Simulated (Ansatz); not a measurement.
Consider the formal exchange of groups at a C–O bond: `OCCCCCCO` + ethane → `CCCCCCCCO` + H₂O.

Isolated molecules relaxed with PBE0-D4/def2-TZVP in Ansatz; ΔE leaves out vibrations. CCSD(T)/CBS adds triple-zeta CCSD(T) − MP2 to the extrapolated MP2 energy (def2 sets, frozen cores). This one scheme is used for every species. DFT in def2-TZVPP. HSE06 is defined as in plane-wave codes. Each species was taken in one conformer, which may not be the lowest.

CCSD(T)/CBS gives -48.4 kJ/mol.

Another level gave -41.2 kJ/mol. Which?
A. PBE0-D4/def2-TZVPP
B. HSE06/def2-TZVPP
C. MP2/def2-TZVPP
D. BLYP/def2-TZVPP

A. PBE0-D4 -41.2, HSE06 -35.0, MP2/def2-TZVPP -51.5, BLYP -22.2 kJ/mol.

Largest T1 diagnostic among the species: 0.009.

Leaving LDA and LC-ωPBE aside and taking each functional with its dispersion term where it has one, the values, not all of them listed here, spread over 8.3 kJ/mol, from PBE-QIDH to B2PLYP. LDA lies −9.9 kJ/mol from PBE without D4. In def2-TZVPP, CCSD(T) changes the Hartree–Fock value by −21.1 kJ/mol (the triples alone add −2.0 kJ/mol) and MP2 by −28.1 kJ/mol.

CCSD(T)/CBS has its own doubt, a few kJ/mol and more with outer-core shells, so smaller differences from it don't rank the levels.
